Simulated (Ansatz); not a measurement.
Total energies of In12As12H30, a nanocrystal cut from wurtzite InAs (hydrogen-capped) from Ansatz at PBE0-D4/def2-SVP, gas phase (1 Eh = 27.2114 eV = 2625.5 kJ/mol). The reference geometry is relaxed at PBE-D4/def2-SVP.

```xyz
54

In   -4.9824    0.5312   -1.2780
As   -3.9486    0.1246   -3.8067
In   -3.5617    0.7453    2.4299
As   -2.5134   -1.2920    3.8972
As   -2.6181    0.3540    0.0151
In   -1.5679   -2.0942   -0.0608
In   -1.3401   -0.2828   -4.3075
As   -0.6845   -2.2477   -2.6194
In    0.0999   -2.0460    3.8677
As    0.7091   -2.1727    1.3207
In    1.8222   -4.6314    1.3893
In    1.9060   -2.7538   -3.0350
As    2.4405   -4.7354   -1.3012
As   -1.9722    2.6947    3.4667
In   -0.9667    2.3691   -0.5431
As   -0.1420    1.7476   -3.0503
In    0.7458    2.7048    3.3583
As    1.0995    0.3513    4.6758
As    1.2902    2.1405    0.8559
In    2.4756   -0.2452    0.8069
In    2.4781    1.4574   -3.4884
As    2.9365   -0.5962   -1.8424
In    3.0117    4.1790    0.4406
As    3.5584    3.5489   -2.1929
H    -5.9136   -0.9024   -0.9550
H    -5.5032    2.1911   -1.2847
H    -4.6791   -1.0028   -4.5361
H    -4.3742    1.2335   -4.7688
H    -5.2339    1.0154    2.8319
H    -3.2879   -2.5336    3.4639
H    -3.0457   -1.2528    5.3307
H    -2.6937   -3.3706    0.3355
H    -0.9216   -0.5209   -5.9801
H    -1.3775   -3.4704   -3.2261
H     0.4113   -3.2913    5.0438
H     0.5666   -5.8183    1.5926
H     3.3681   -4.5336    2.1813
H     2.3896   -3.0388   -4.6825
H     1.8893   -6.0022   -1.9553
H     3.9145   -5.0753   -1.5216
H    -2.4595    3.1029    4.8579
H    -2.4004    3.9756    2.7560
H    -1.7065    3.9499   -0.4570
H    -0.5068    2.9549   -3.9180
H     1.4101    4.0372    4.2608
H     0.8926    0.5427    6.1793
H     2.6116    0.1536    4.7383
H     3.9398   -0.3414    1.7557
H     2.9733    1.2570   -5.1449
H     4.4456   -0.8156   -1.9765
H     2.1207    5.6707    0.3539
H     4.4979    3.8435    1.2807
H     3.3336    4.7486   -3.1131
H     5.0630    3.4426   -2.4411
```

```tsv
state	geometry	energy (Eh)
charge 0 singlet	reference	-29124.24945
charge 1 doublet	reference	-29123.97908
charge -1 doublet	reference	-29124.28385
free In atom (doublet)	–	-190.10951
free As atom (quartet)	–	-2235.26429
free H atom (doublet)	–	-0.50029
```

In the def2 sets In takes a core potential; there is no spin–orbit coupling. Single mean-field runs in def2-SVP are fitted with def2-universal-jkfit.

**Question.** Work out the vertical ionisation energy to the doublet.

**Answer.** E(charge 1 doublet) − E(charge 0 singlet) = -29123.97908 − (-29124.24945) = 0.27037 Eh = 7.36 eV. For comparison, −ε of the highest occupied level is 6.42 eV at this level, 0.94 eV less.

**Question.** Work out the vertical electron affinity, to the doublet.

**Answer.** E(charge 0 singlet) − E(charge -1 doublet) = -29124.24945 − (-29124.28385) = 0.03440 Eh = 0.94 eV. The basis lacks diffuse functions, which makes affinities too small.

**Question.** Give the fundamental gap IE − EA, the Mulliken electronegativity (IE + EA)/2 and the hardness (IE − EA)/2.

**Answer.** From the values in Eh: IE − EA = 0.27037 − 0.03440 = 0.23597 Eh = 6.42 eV; (IE + EA)/2 = 4.15 eV; (IE − EA)/2 = 3.21 eV. The HOMO–LUMO gap of the same run is 4.72 eV, 1.70 eV smaller than the fundamental gap.

**Question.** What is the binding energy per atom against free atoms?

**Answer.** Atoms: 12 × (-190.10951) + 12 × (-2235.26429) + 30 × (-0.50029) = -29119.49430 Eh. Binding: -29119.49430 − (-29124.24945) = 4.75515 Eh = 129.39 eV, or 2.40 eV for each of 54 atoms (no zero-point energy, no counterpoise term).
